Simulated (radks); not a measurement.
Initial-state core-level shifts of the erbium ion Er2+ when its valence configuration changes from [Xe] 4f12. All-electron calculation, scalar-relativistic Kohn-Sham, PBE, spin-unpolarised, spherical densities, finite nucleus; Fermi nuclear charge, rms radius 5.2516 fm. Program: a radial shooting solver on a logarithmic mesh with Libxc functionals. Shifts are changes of the shell-averaged eigenvalues in eV (positive: less bound); the change of the density at the nucleus, which sets a Mossbauer isomer shift, is in e/bohr^3, on a base of 9.197e+05.

\begin{tabular}{lrrrrr}
valence & 3s & 3p & 4p & 4d & density at nucleus \\ \hline
4f11 6s1 & -10.617 & -10.603 & -10.182 & -9.964 & +97.94 \\
4f11 5d1 & -8.022 & -8.007 & -7.566 & -7.329 & +33.13 \\
4f10.5 5d1.5 & -12.514 & -12.491 & -11.721 & -11.338 & +52.36 \\
4f10 6s2 & -23.172 & -23.139 & -21.961 & -21.444 & +223.99 \\
4f10 5d1 6p1 & -21.434 & -21.401 & -20.231 & -19.698 & +79.23 \\
4f8.5 5d1.5 6p2 & -42.167 & -42.096 & -39.128 & -38.012 & +160.06 \\
4f10 5d2 & -17.292 & -17.258 & -16.080 & -15.534 & +73.18 \\
4f11.5 5d0.5 & -3.839 & -3.833 & -3.646 & -3.537 & +15.63 \\
4f8 5d1 6s2 6p1 & -50.425 & -50.339 & -46.534 & -45.202 & +366.08 \\
\end{tabular}
